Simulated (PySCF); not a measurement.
Can point charges reproduce the dipole moment of `CC([SiH3])([SiH3])OC(F)F`?

Coordinates (GFN2-xTB, Å) and charges (e) from the PBE0/pcSseg-1 density (PySCF):

```csv
atom,x,y,z,Mulliken,IAO,Hirshfeld,ESP-fitted
C1,-0.349,-1.240,1.001,-0.1974,-0.4288,-0.1257,-0.6497
C2,-0.285,0.023,0.147,-0.5918,-0.2914,-0.0695,+0.0447
Si3,-1.560,1.336,0.744,+0.5509,+0.6147,+0.3090,+0.3271
Si4,-0.414,-0.377,-1.727,+0.5085,+0.5678,+0.2857,+0.3215
O5,0.947,0.766,0.438,-0.4686,-0.3699,-0.1310,-0.2999
C6,2.098,0.246,0.022,+0.7088,+0.6059,+0.1988,+0.4987
F7,2.388,0.609,-1.270,-0.3108,-0.3211,-0.1114,-0.2378
F8,3.103,0.753,0.758,-0.2805,-0.2909,-0.1098,-0.2208
H9,-0.136,-1.009,2.044,+0.1381,+0.1532,+0.0453,+0.1960
H10,0.354,-2.007,0.671,+0.1249,+0.1367,+0.0403,+0.1852
H11,-1.349,-1.660,0.935,+0.1367,+0.1552,+0.0521,+0.2023
H12,-2.902,0.774,0.566,-0.0804,-0.1247,-0.0755,-0.0854
H13,-1.387,2.541,-0.059,-0.0597,-0.1025,-0.0669,-0.0684
H14,-1.299,1.599,2.158,-0.0631,-0.1016,-0.0669,-0.0571
H15,-0.195,0.838,-2.499,-0.0416,-0.0960,-0.0680,-0.0601
H16,0.567,-1.411,-2.072,-0.0732,-0.1095,-0.0751,-0.0807
H17,-1.759,-0.918,-1.925,-0.0748,-0.1180,-0.0753,-0.0868
H18,2.170,-0.855,0.056,+0.0740,+0.1208,+0.0435,+0.0712
```

Problem. Form Σ q r in debye for every column and set it beside the full dipole.

Solution. The full density gives (-2.21, -2.10, 0.44) D, 3.08 D in size; dipole vectors point from the negative to the positive end.

```tsv
scheme	μx	μy	μz	size (D)	share of the full size (%)	angle to the full dipole (°)
Mulliken	-4.34	-3.21	-0.20	5.40	175	13
IAO	-3.99	-2.61	0.05	4.76	155	13
Hirshfeld	-1.52	-1.01	0.31	1.85	60	10
ESP-fitted	-2.23	-2.16	0.45	3.14	102	0
```

Problem. Which set comes closest?

Solution. Length of the difference vector: ESP-fitted 0.06 D, Hirshfeld 1.30 D, IAO 1.89 D, Mulliken 2.49 D. Closest: ESP-fitted. ESP charges are fitted to the potential around the molecule, whose slowest-falling term is the dipole's. The schemes that divide the density aren't constrained to reproduce the dipole.

Problem. What is left for the Hirshfeld atoms' own dipoles?

Solution. The shares of the density sum to the whole, so what Σ q r misses lies in dipoles about the nuclei. The atomic dipoles sum to (-2.21, -2.10, 0.44) − (-1.52, -1.01, 0.31) = (-0.69, -1.09, 0.13) D, 1.30 D in size.

Problem. With the origin at the mean of the coordinates, (0.000, 0.000, -0.001) Å, which are the largest single terms, by size, of the Mulliken dipole along the direction of the full one?

Solution. C6 -5.68, F8 +3.54, F7 +3.44, O5 +2.56, H11 +1.47 D; all 18 atoms together +5.27 D. The single terms depend on the origin, their sum doesn't.

Problem. Give the size of the full dipole in other units.

Solution. 3.08 D = 1.212 au = 0.641 e·Å = 10.28 × 10⁻³⁰ C·m.

One conformer (not necessarily the lowest) at the GFN2-xTB geometry, without solvent, vibrations or thermal averaging.

Shape of the structure used: `[CH3:1][C:2]([SiH3:3])([SiH3:4])[O:5][CH:6]([F:7])[F:8]`: C1–C2–O5–C6 71°, C2–O5–C6–F7 86°.
